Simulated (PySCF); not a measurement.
C₂H₈AlFS.
Atom-mapped SMILES: `[CH3:1][S+:2]([CH3:3])[AlH2-:4][F:5]` (hydrogens: H6, H7, H8 on C1; H9, H10, H11 on C3; H12, H13 on Al4)

Method: PBE0-D3(BJ)/def2-SVP geometry optimisation, gas phase in PySCF; density fitting, grid level 1; the optimiser is geomeTRIC in internal coordinates, started from a GFN2-xTB structure with every atom displaced at random (about 0.01 Å).

Step 0: E = -22334.5475 eV
```
atom  x, y, z in Å  |  force x, y, z in eV/Å
C1     -0.8690   -1.3433   -0.4150   -1.103   1.984  -0.399
S2     -0.3943   -0.2730    0.9708    0.189   0.207  -0.316
C3     -0.9529    1.3515    0.3555    0.945  -0.322   1.127
Al4     1.9936   -0.0690    0.1644   -0.659  -0.242   0.375
F5      1.6304    0.5483   -1.3461   -0.161   0.243  -0.607
H6     -1.9413   -1.1326   -0.6390    0.484  -0.333   0.060
H7     -0.2604   -1.1142   -1.2915    0.158   0.050  -0.204
H8     -0.7317   -2.3412   -0.1087    0.191  -1.640   0.496
H9     -2.0196    1.3667    0.3288   -1.152   0.043  -0.122
H10    -0.5956    2.0876    1.0964   -0.053  -0.108  -0.136
H11    -0.5029    1.5576   -0.5990    0.320   0.117  -0.774
H12     2.2550   -1.5857    0.2261    0.319  -0.753  -0.089
H13     2.3951    0.9301    1.2429    0.521   0.754   0.589
```

Step 1: E = -22334.7474 eV
```
atom  x, y, z in Å  |  force x, y, z in eV/Å
C1     -0.9502   -1.3175   -0.4501    0.195  -0.406   0.226
S2     -0.3721   -0.2818    0.9192   -0.078   0.009  -0.087
C3     -0.9379    1.3347    0.3456   -0.102   0.073  -0.090
Al4     2.0231   -0.0621    0.2480   -0.184  -0.073   0.062
F5      1.6037    0.5347   -1.2909    0.057   0.003   0.063
H6     -2.0288   -1.1810   -0.5864   -0.096   0.048   0.025
H7     -0.4027   -1.0697   -1.3682    0.037   0.045  -0.027
H8     -0.7561   -2.3683   -0.1564   -0.008   0.319  -0.141
H9     -2.0406    1.3555    0.3250    0.156  -0.013  -0.002
H10    -0.5744    2.0756    1.0687    0.021   0.028   0.028
H11    -0.5097    1.5495   -0.6464   -0.011  -0.055   0.094
H12     2.4196   -1.6137    0.2664    0.044   0.127  -0.001
H13     2.5326    1.0269    1.3112   -0.031  -0.104  -0.150
```

Question: Estimate the geometry and energy of step 2. (The exact step hangs on the optimiser's Hessian estimate; all steps are aligned on step 1, rigid shifts and turns removed.)

Answer: E = -22334.7615 eV, largest force 0.114 eV/Å
```
atom  x, y, z in Å  |  force x, y, z in eV/Å
C1     -0.9415   -1.3208   -0.4472    0.005  -0.048  -0.002
S2     -0.3887   -0.2834    0.9254    0.007   0.004   0.067
C3     -0.9330    1.3397    0.3500    0.002   0.039  -0.032
Al4     1.9925   -0.0715    0.2488   -0.093  -0.058   0.030
F5      1.5810    0.5181   -1.2931    0.005   0.007  -0.006
H6     -2.0244   -1.1939   -0.5839    0.011  -0.012  -0.001
H7     -0.3915   -1.0497   -1.3591   -0.017   0.020  -0.011
H8     -0.7293   -2.3634   -0.1708    0.026   0.054  -0.023
H9     -2.0308    1.3707    0.3144    0.014  -0.004  -0.003
H10    -0.5689    2.0774    1.0781    0.006  -0.019   0.002
H11    -0.4878    1.5437   -0.6337    0.005  -0.004   0.004
H12     2.4192   -1.6072    0.2725    0.027   0.019   0.001
H13     2.5098    1.0231    1.2842    0.003   0.002  -0.027
```

The energy changes by -0.0141 eV. The first-order estimate −F·Δx gives -0.0212 eV and the mean of the old and new forces, exact on a quadratic surface, -0.0139 eV. The step makes an angle of 70° with the force vector and moves no atom by more than 0.036 Å.

What follows is the cost of the whole optimisation. On an Arm Neoverse V1 with one thread, no GPU, on a shared host, this took 45 s wall and 0.52 GiB of memory at its peak.
